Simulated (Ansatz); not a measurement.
Reaction (ligand exchange at a Ge–O bond): `[F][GeH2][O][SiH3]` + `BO` → `B[O][GeH2][F]` + `O[SiH3]`

Program: Ansatz. Geometries: PBE0-D4/def2-TZVP. ΔE: electronic, gas phase. CCSD(T)/CBS is the MP2 limit (def2-TZVPP, def2-QZVPP) plus CCSD(T) − MP2 in def2-TZVPP, frozen cores. This one scheme is used for every species. Functionals use def2-TZVPP. For Ge outer-core shells are correlated without core-valence functions, which leaves a few kJ/mol of doubt a bond. Scalar relativity is left out up to krypton. Each species was taken in one conformer, which may not be the lowest.

`[F][GeH2][O][SiH3]`:

Cartesian coordinates in Å:
```
F -1.278 -0.566 -1.912
Ge -1.039 0.813 -0.886
O -0.338 0.209 0.601
Si 0.978 -0.692 0.995
H -2.415 1.385 -0.552
H -0.047 1.725 -1.616
H 0.646 -2.138 0.976
H 2.087 -0.437 0.034
H 1.406 -0.298 2.360
```

`BO`:

```xyz
5

B    -0.045    0.151   -0.390
O     0.177   -0.786    0.552
H    -0.016   -0.213   -1.530
H    -0.259    1.292   -0.082
H     0.143   -0.443    1.449
```

`B[O][GeH2][F]`:

```xyz
8

B     0.135   -1.255   -0.942
O     0.768   -0.395   -0.120
Ge   -0.028    0.895    0.809
F     0.079    2.303   -0.190
H     0.802   -2.050   -1.542
H    -1.066   -1.224   -1.054
H    -1.514    0.576    0.990
H     0.824    1.150    2.049
```

`O[SiH3]`:

```xyz
6

O     0.645    0.344   -1.052
Si   -0.250    0.058    0.300
H     1.196   -0.366   -1.383
H    -1.213   -1.060    0.096
H    -0.988    1.312    0.572
H     0.609   -0.287    1.466
```

| level | ΔE (eV) |
| --- | --- |
| revPBE | 0.18 |
| PBE0 | 0.19 |

Problem. What does CCSD(T)/CBS give? (An estimate is asked.)

Solution. Computed: +0.20 eV. The listed levels differ from it by -0.02, -0.01 eV.

Largest T1 diagnostic among the species: 0.014.

At CCSD(T), def2-SVP lies +0.11 eV from the extrapolated value and def2-TZVPP −0.00 eV. Leaving LDA and LC-ωPBE aside and taking each functional with its dispersion term where it has one, the values, not all of them listed here, spread over 0.04 eV, from revPBE-D4 to BHLYP-D4.
